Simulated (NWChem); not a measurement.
The numbers come from NWChem runs, not from measurements. System: sulfur trioxide (O3S), charge 0, spin multiplicity 1, at a geometry optimised with B3LYP/def2-SVP. Level: G0W0@PBE0/def2-QZVP, RI basis def2-qzvp-rifit.

Part of the output:

```
             Northwest Computational Chemistry Package (NWChem) 7.3.0
             --------------------------------------------------------

                                NWChem Input Module
                                -------------------

 Scaling coordinates for geometry "geometry" by  1.889725989
 (inverse scale =  0.529177249)

 Turning off AUTOSYM since
 SYMMETRY directive was detected!

                             Geometry "geometry" -> ""
                             -------------------------

 Output coordinates in angstroms (scale by  1.889725989 to convert to a.u.)

  No.       Tag          Charge          X              Y              Z
 ---- ---------------- ---------- -------------- -------------- --------------
    1 O                    8.0000     0.00000000     0.00000000     1.45139300
    2 S                   16.0000     0.00000000     0.00000000     0.00000300
    3 O                    8.0000    -1.25694700     0.00000000    -0.72569900
    4 O                    8.0000     1.25694700     0.00000000    -0.72569900

 Effective nuclear repulsion energy (a.u.)     180.4221728855

            Nuclear Dipole moment (a.u.)
            ----------------------------
        X                 Y               Z
 ---------------- ---------------- ----------------
     0.0000000000     0.0000000000     0.0000151178

      Symmetry information
      --------------------

 Group name             C2v
 Group number             16
 Group order               4
 No. of unique centers     3

      Symmetry unique atoms

     1    2    3


 Summary of "ao basis" -> "" (spherical)
 ------------------------------------------------------------------------------
       Tag                 Description            Shells   Functions and Types
 ---------------- ------------------------------  ------  ---------------------
 *                         def2-qzvp                  on all atoms

 new library libraries.bse/

 Summary of "ri basis" -> "" (spherical)
 ------------------------------------------------------------------------------
       Tag                 Description            Shells   Functions and Types
 ---------------- ------------------------------  ------  ---------------------
 *                      def2-qzvp-rifit               on all atoms

                                 NWChem DFT Module
                                 -----------------

 Summary of "ao basis" -> "ao basis" (spherical)
 ------------------------------------------------------------------------------
       Tag                 Description            Shells   Functions and Types
 ---------------- ------------------------------  ------  ---------------------
 O                         def2-qzvp                17       57   7s4p3d2f1g
 S                         def2-qzvp                22       70   9s6p4d2f1g

 Summary of "ao basis" -> "ao basis" (spherical)
 ------------------------------------------------------------------------------
       Tag                 Description            Shells   Functions and Types
 ---------------- ------------------------------  ------  ---------------------
 O                         def2-qzvp                17       57   7s4p3d2f1g
 S                         def2-qzvp                22       70   9s6p4d2f1g

      Symmetry analysis of basis
      --------------------------

        a1         91
        a2         35
        b1         66
        b2         49

            General Information
            -------------------
          SCF calculation type: DFT
          Wavefunction type:  closed shell.
          No. of atoms     :     4
          No. of electrons :    40
           Alpha electrons :    20
            Beta electrons :    20
          Charge           :     0
          Spin multiplicity:     1
          Use of symmetry is: on ; symmetry adaption is: on
          Maximum number of iterations: 100
          This is a Direct SCF calculation.
          AO basis - number of functions:   241
                     number of shells:    73
          Convergence on energy requested:  1.00D-06
          Convergence on density requested:  1.00D-05
          Convergence on gradient requested:  5.00D-04

[...]
              MO Center=  4.7D-11,  2.3D-16,  6.5D-01, r^2= 2.1D+00
   Bfn.  Coefficient  Atom+Function         Bfn.  Coefficient  Atom+Function
  ----- ------------  ---------------      ----- ------------  ---------------
     9      0.282358  1 O  py                12      0.268749  1 O  py
    15      0.253538  1 O  py               136     -0.141188  3 O  py
   193     -0.141188  4 O  py               139     -0.134383  3 O  py
   196     -0.134383  4 O  py               142     -0.126779  3 O  py
   199     -0.126779  4 O  py                18      0.113427  1 O  py

 Vector   19  Occ=2.000000D+00  E=-4.207404D-01  Symmetry=a2
              MO Center= -4.7D-11, -8.7D-16, -6.5D-01, r^2= 2.1D+00
   Bfn.  Coefficient  Atom+Function         Bfn.  Coefficient  Atom+Function
  ----- ------------  ---------------      ----- ------------  ---------------
   136      0.244529  3 O  py               193     -0.244529  4 O  py
   139      0.232744  3 O  py               196     -0.232744  4 O  py
   142      0.219575  3 O  py               199     -0.219575  4 O  py
   145      0.098239  3 O  py               202     -0.098239  4 O  py
    95     -0.077188  2 S  d -2             100     -0.070440  2 S  d -2

 Vector   20  Occ=2.000000D+00  E=-3.714858D-01  Symmetry=b1
              MO Center= -7.9D-15, -8.8D-17, -4.7D-04, r^2= 2.6D+00
   Bfn.  Coefficient  Atom+Function         Bfn.  Coefficient  Atom+Function
  ----- ------------  ---------------      ----- ------------  ---------------
     8      0.219200  1 O  px                11      0.206862  1 O  px
    14      0.201552  1 O  px               137      0.189902  3 O  pz
   194     -0.189902  4 O  pz               140      0.179214  3 O  pz
   197     -0.179214  4 O  pz               143      0.174618  3 O  pz
   200     -0.174618  4 O  pz               135     -0.109673  3 O  px

 Vector   21  Occ=0.000000D+00  E=-1.043874D-01  Symmetry=a1
              MO Center= -8.3D-15, -2.3D-12,  8.3D-07, r^2= 2.4D+00
   Bfn.  Coefficient  Atom+Function         Bfn.  Coefficient  Atom+Function
  ----- ------------  ---------------      ----- ------------  ---------------
    66      1.926691  2 S  s                 65      0.757565  2 S  s
     7     -0.658342  1 O  s                134     -0.658256  3 O  s
   191     -0.658256  4 O  s                 16      0.330421  1 O  pz
   141     -0.286128  3 O  px               198      0.286128  4 O  px
    19      0.231509  1 O  pz               144     -0.200485  3 O  px

 Vector   22  Occ=0.000000D+00  E=-1.040666D-01  Symmetry=b2
              MO Center=  1.5D-16,  2.3D-12, -3.8D-05, r^2= 2.1D+00
   Bfn.  Coefficient  Atom+Function         Bfn.  Coefficient  Atom+Function
  ----- ------------  ---------------      ----- ------------  ---------------
    80      0.501049  2 S  py                77      0.333322  2 S  py
    83      0.279661  2 S  py                68     -0.221077  2 S  py
    18     -0.184846  1 O  py               145     -0.184865  3 O  py
   202     -0.184865  4 O  py                 9     -0.177840  1 O  py
    15     -0.177221  1 O  py               136     -0.177850  3 O  py

 Vector   23  Occ=0.000000D+00  E= 1.112166D-01  Symmetry=b1
              MO Center=  1.7D-15, -1.3D-16, -1.8D-01, r^2= 6.3D+00
   Bfn.  Coefficient  Atom+Function         Bfn.  Coefficient  Atom+Function
  ----- ------------  ---------------      ----- ------------  ---------------
   134      2.821645  3 O  s                191     -2.821645  4 O  s
    79      2.321956  2 S  px                82      1.975259  2 S  px
   103      0.893003  2 S  d  1             141      0.671267  3 O  px
   198      0.671267  4 O  px               144      0.470851  3 O  px
   201      0.470851  4 O  px               143      0.434746  3 O  pz

 center of mass
 --------------
 x =   0.00000000 y =   0.00000000 z =   0.00000038

 moments of inertia (a.u.)
 ------------------
         180.485275663743           0.000000000000           0.000000000000
           0.000000000000         360.971225555517           0.000000000000
           0.000000000000           0.000000000000         180.485949891774

     Multipole analysis of the density
     ---------------------------------

     L   x y z        total         alpha         beta         nuclear
     -   - - -        -----         -----         ----         -------
     0   0 0 0      0.000000    -20.000000    -20.000000     40.000000

     1   1 0 0     -0.000000     -0.000000     -0.000000      0.000000
     1   0 1 0     -0.000000     -0.000000     -0.000000      0.000000
     1   0 0 1     -0.000474     -0.000245     -0.000245      0.000015

     2   2 0 0    -23.146851    -56.709272    -56.709272     90.271693
     2   1 1 0     -0.000000     -0.000000     -0.000000      0.000000
     2   1 0 1     -0.000000     -0.000000     -0.000000      0.000000
     2   0 2 0    -18.735011     -9.367505     -9.367505      0.000000
     2   0 1 1     -0.000000     -0.000000     -0.000000      0.000000
     2   0 0 2    -23.148285    -56.709820    -56.709820     90.271355

 Task  times  cpu:      145.4s     wall:      145.4s

                                NWChem Input Module
                                -------------------

                                 NWChem GW Module
                                 ----------------

                             ***********************
                             ***        GW       ***
                             ***********************

 Summary of "ri basis" -> "ri basis" (spherical)
 ------------------------------------------------------------------------------
       Tag                 Description            Shells   Functions and Types
 ---------------- ------------------------------  ------  ---------------------
 O                      def2-qzvp-rifit             33      141   9s8p7d5f3g1h
 S                      def2-qzvp-rifit             41      167   12s10p9d6f3g1h

                 Memory Information
                 ------------------
          Available GA per process is          1699.6 MBs
          Available stack per process is        700.0 MBs
          Available heap per process is           0.0 MBs

          Peak memory in Initialization
              Peak GA per process is                 27.2 MBs
              Peak stack per process is               0.7 MBs
              Peak heap per process is               28.0 MBs
              Memory not in MA per process            0.0 MBs

          Peak memory in CDGW Calculation
              Peak GA per process is                 32.7 MBs
              Peak stack per process is               5.3 MBs
              Peak heap per process is                5.6 MBs
              Memory not in MA per process            0.0 MBs

          Computing 2-center integrals
          Computing Inverse Cholesky factor
          Computing 3-center integrals
          Computing Vxc

          Computing Sigma_x
          Computing W(iw) on the imaginary grid
          Solving quasiparticle equations

                  Alpha Orbitals
          State     Energy (eV)     Error (eV)
          -----------------------------------
@GW        17        -14.625           0.002
@GW        18        -13.863           0.002
@GW        19        -13.862           0.002
@GW        20        -12.640           0.002
@GW        21         -0.569           0.002
@GW        22         -0.343           0.002

     GW Timing Statistics
   ------------------------
   Init.   :          0.4s
     ERIs  :         11.3s
     Distr.:          0.1s
     Vxc   :         17.5s
   Vmo     :          0.0s
   iW      :         17.3s
   I_n     :          0.0s
   R_n     :          2.0s
   GW total:         48.6s

 Task  times  cpu:       48.6s     wall:       48.6s

 Total times  cpu:      194.0s     wall:      194.0s
```

Write an NWChem input that would produce this output.

One answer among several that fit: 
```
start mol
memory heap 200 mb stack 700 mb global 1700 mb
geometry units angstroms nocenter noautoz
  O      0.000000     0.000000     1.451393
  S      0.000000     0.000000     0.000003
  O     -1.256947     0.000000    -0.725699
  O      1.256947     0.000000    -0.725699
  symmetry group C2v
end
basis spherical
  * library def2-qzvp
end
basis "ri basis" bse spherical
  * library def2-qzvp-rifit
end
dft
  xc pbe0
  iterations 100
  direct
  tolerances tight
end
task dft energy
gw
  method cdgw
  states alpha occ 4 vir 2
end
task dft gw
```
